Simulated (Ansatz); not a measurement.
Abridged output of a molecular run in Ansatz:

```
Functional definition: HF
750 factors; integrals over basis functions are off by at most 1.1e-3 eV
mean field evaluation 1: about -23782.2221 eV, gradient 2.5e1 eV
mean field evaluation 2: about -23782.2526 eV, gradient 2.5e1 eV
mean field evaluation 4: about -23784.0032 eV, gradient 2.6e0 eV
mean field evaluation 8: about -23784.0341 eV, gradient 1.3e-1 eV
mean field -23784.03421574 eV, -874.0471360311 hartree, gradient 1.3e-6 eV, S^2 0.000000; 0 other end points of the search recorded, 0 dependent functions left out
12 core orbitals not correlated: weight in the atoms' cores, before any rotation towards them, 1.000 or more for the frozen orbitals, at most 0.000 for the correlated occupied ones
reference -23784.03421574 eV, -874.0471360311 hartree; 12, 12 occupied and 55, 55 virtual orbitals, 750 factors
second order -13.39296205 eV of doubles, -0.00000000 eV of singles
cycle   1  -14.12741221 eV  change   -7.3e-1 eV  update   9.2e-2
cycle   2  -14.48935184 eV  change   -3.6e-1 eV  update   2.7e-2
cycle   3  -14.58256317 eV  change   -9.3e-2 eV  update   1.6e-2
cycle   4  -14.57832854 eV  change    4.2e-3 eV  update   4.0e-3
cycle   5  -14.57650547 eV  change    1.8e-3 eV  update   1.5e-3
cycle   6  -14.57666063 eV  change   -1.6e-4 eV  update   4.6e-4
cycle   7  -14.57659421 eV  change    6.6e-5 eV  update   1.3e-4
cycle   8  -14.57658972 eV  change    4.5e-6 eV  update   4.5e-5
cycle   9  -14.57661309 eV  change   -2.3e-5 eV  update   1.3e-5
perturbative correction -0.30687961 eV, -0.0112776177 hartree
Total energy: -23798.91770844 eV, -874.5940942993 hartree
```

Its atoms:

Cartesian coordinates in Å:
```
F -1.0783 1.2694 1.3934
B -0.9699 0.7341 0.1957
Si 0.5830 -0.4971 -0.2611
Cl 1.8620 -0.7388 1.3343
H -1.8275 1.0088 -0.6026
H 0.0726 -1.8361 -0.6583
H 1.3580 0.0598 -1.4014
```

Which basis set was used?
A. cc-pV(Q+d)Z
B. def2-QZVPP
C. def2-TZVPPD
D. def2-SVP

D. It gives 79 functions.

Write the keys of the input that set method, charge and spin (a neutral closed shell needs none for the last two).


```yaml
correlation: {method: ccsd_t}
```
